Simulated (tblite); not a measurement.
Compound: C4H7FO2Si.
SMILES with atom numbers: `[CH2:1]=[CH:2][CH2:3][O:4][C:5](=[O:6])[SiH2:7][F:8]` (hydrogens: H9, H10 on C1; H11 on C2; H12, H13 on C3; H14, H15 on Si7)

Computed with GFN2-xTB (tblite), gas phase: L-BFGS steps from a force-field or distance-geometry start until the largest atomic force falls under 0.01 eV/Å.

The end geometry, which sets the zero of energy:
```
atom  x, y, z in Å
C1     -2.7816    0.2671    0.0861
C2     -1.7967   -0.6087    0.1317
C3     -0.7144   -0.7035   -0.8993
O4      0.5843   -0.6227   -0.2907
C5      1.0923    0.5863   -0.0510
O6      0.5311    1.6211   -0.3111
Si7     2.8251    0.3766    0.7461
F8      3.6579   -0.5549   -0.2669
H9     -2.8694    0.9791   -0.7175
H10    -3.5412    0.3066    0.8480
H11    -1.7043   -1.3108    0.9495
H12    -0.7310   -1.6791   -1.3939
H13    -0.8115    0.0997   -1.6361
H14     2.7268   -0.3924    1.9751
H15     3.5281    1.6436    0.8081
```

Question: These geometries come from the run, each turned onto the end geometry. Order them by energy, lowest first.
A.
```
atom  x, y, z in Å
C1     -2.7494    0.3749    0.0270
C2     -1.8222   -0.5511    0.1791
C3     -0.7411   -0.8184   -0.8239
O4      0.5588   -0.7169   -0.2182
C5      1.0736    0.5021   -0.0527
O6      0.5138    1.5180   -0.3789
Si7     2.8233    0.3668    0.7328
F8      3.8417    0.0543   -0.4768
H9     -2.7881    0.9948   -0.8531
H10    -3.5069    0.5529    0.7715
H11    -1.7751   -1.1617    1.0716
H12    -0.7911   -1.8445   -1.1994
H13    -0.8047   -0.1061   -1.6528
H14     2.9067   -0.8046    1.5903
H15     3.2561    1.6475    1.2616
```
B.
```
atom  x, y, z in Å
C1     -2.6198    0.5323   -0.0529
C2     -1.8120   -0.4805    0.1967
C3     -0.7703   -0.9963   -0.7506
O4      0.5419   -0.8737   -0.1725
C5      1.0219    0.3645   -0.0352
O6      0.4157    1.3558   -0.3538
Si7     2.7939    0.3565    0.6880
F8      3.6854    1.1228   -0.4073
H9     -2.6168    1.0491   -0.9976
H10    -3.3166    0.8944    0.6842
H11    -1.8217   -0.9694    1.1620
H12    -0.8912   -2.0663   -0.9371
H13    -0.7947   -0.4450   -1.6964
H14     3.3064   -0.9978    0.7580
H15     2.8734    1.1615    1.8925
```
C.
```
atom  x, y, z in Å
C1     -2.5755    0.5604   -0.0646
C2     -1.7953   -0.4686    0.2040
C3     -0.8025   -1.0156   -0.7813
O4      0.5504   -0.9366   -0.2941
C5      1.0132    0.2831   -0.0144
O6      0.3777    1.2969   -0.1747
Si7     2.8003    0.3475    0.6901
F8      3.6647    1.1746   -0.3852
H9     -2.5249    1.0660   -1.0145
H10    -3.2830    0.9632    0.6401
H11    -1.8165   -0.9646    1.1676
H12    -0.9608   -2.0839   -0.9431
H13    -0.8732   -0.4691   -1.7289
H14     3.4545   -0.9482    0.8104
H15     2.7664    1.2029    1.8668
```
D.
```
atom  x, y, z in Å
C1     -2.7750    0.3244    0.0522
C2     -1.8162   -0.5744    0.1642
C3     -0.7274   -0.7652   -0.8473
O4      0.5690   -0.6699   -0.2343
C5      1.0915    0.5450   -0.0602
O6      0.5432    1.5694   -0.3813
Si7     2.8307    0.3696    0.7351
F8      3.7897   -0.2148   -0.4220
H9     -2.8380    0.9841   -0.7967
H10    -3.5386    0.4373    0.8023
H11    -1.7525   -1.2237    1.0274
H12    -0.7607   -1.7732   -1.2714
H13    -0.7989   -0.0127   -1.6390
H14     2.8007   -0.6578    1.7631
H15     3.3780    1.6698    1.0863
```
E.
```
atom  x, y, z in Å
C1     -2.7213    0.4563   -0.0020
C2     -1.8183   -0.4760    0.2310
C3     -0.7758   -0.8992   -0.7575
O4      0.5381   -0.7912   -0.1868
C5      1.1026    0.4192   -0.1536
O6      0.5911    1.4137   -0.6021
Si7     2.8168    0.3335    0.7068
F8      3.9052    0.8160   -0.3736
H9     -2.7719    0.9741   -0.9446
H10    -3.4529    0.7341    0.7368
H11    -1.7656   -0.9829    1.1851
H12    -0.8843   -1.9572   -1.0132
H13    -0.8256   -0.2818   -1.6588
H14     3.1591   -1.0423    1.0161
H15     2.8982    1.2918    1.7946
```

Answer: D (0.003 eV), A (0.006 eV), E (0.018 eV), B (0.037 eV), C (0.069 eV).

In the order of the answer:

| step | E above end (eV) | largest force (eV/Å) | rms force component (eV/Å) | rms distance from end (Å) | rms bond change (Å) | bond most changed (Å) |
| --- | --- | --- | --- | --- | --- | --- |
| 150 | 0.003 | 0.10 | 0.021 | 0.180 | 0.002 | Si7–F8 +0.004 |
| 140 | 0.006 | 0.06 | 0.020 | 0.306 | 0.002 | C5–Si7 +0.004 |
| 110 | 0.018 | 0.03 | 0.012 | 0.640 | 0.001 | O4–C5 +0.003 |
| 26 | 0.037 | 0.07 | 0.027 | 0.764 | 0.002 | C5–Si7 -0.005 |
| 11 | 0.069 | 0.17 | 0.050 | 0.793 | 0.003 | Si7–H15 +0.005 |

What follows is the cost of the whole relaxation. The run took 3.8 s on one thread, Intel Xeon at 2.50 GHz (x86_64), no GPU, shared host with 64 logical CPUs at a one-minute load of 63.
